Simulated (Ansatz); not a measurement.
This geometry of CH₄BNS (8 atoms, charge 0, multiplicity 1) is a first-order saddle point.

Level of theory: Ansatz 0.2.0, RKS B3LYP-D4/def2-SVP.

```xyz
8
Properties=species:S:1:pos:R:3
N -0.566 1.456 -0.412
B -0.127 0.084 -0.387
C 0.474 -1.101 0.401
S 0.011 -1.326 -1.441
H -1.308 1.629 0.269
H 0.189 2.099 -0.164
H 1.551 -1.185 0.596
H -0.131 -1.713 1.082
```

(1) Which two structures does it join? (They come from a converged band through this point; their orientation in space is the band's.)

(2) How far does it lie above each of them?

Answers

(1) No bond is made or broken. The dihedral H6–N1–B2–S4 goes from -180 to 0°. The two ends are copies of one structure, up to a mirror image or an exchange of like atoms.

Initial state:

```xyz
8
Properties=species:S:1:pos:R:3
N -0.505 1.406 -0.175
B -0.175 0.063 -0.253
C 0.586 -1.110 0.377
S -0.405 -1.418 -1.218
H -1.098 1.868 -0.854
H -0.173 2.009 0.569
H 1.669 -1.227 0.249
H 0.192 -1.647 1.249
```

Final state:

```xyz
8
Properties=species:S:1:pos:R:3
N -0.505 1.406 -0.174
B -0.176 0.063 -0.252
C 0.586 -1.110 0.377
S -0.407 -1.419 -1.217
H -0.169 2.011 0.566
H -1.099 1.867 -0.852
H 1.669 -1.225 0.249
H 0.194 -1.649 1.249
```

(2) 0.88 eV above the first and 0.88 eV above the second. This is the barrier of this one path; another mechanism may lie lower.

Run time: 3.3 min on 1 thread of Intel(R) Xeon(R) Processor @ 2.70GHz (shared host), peak memory 0.17 GiB.
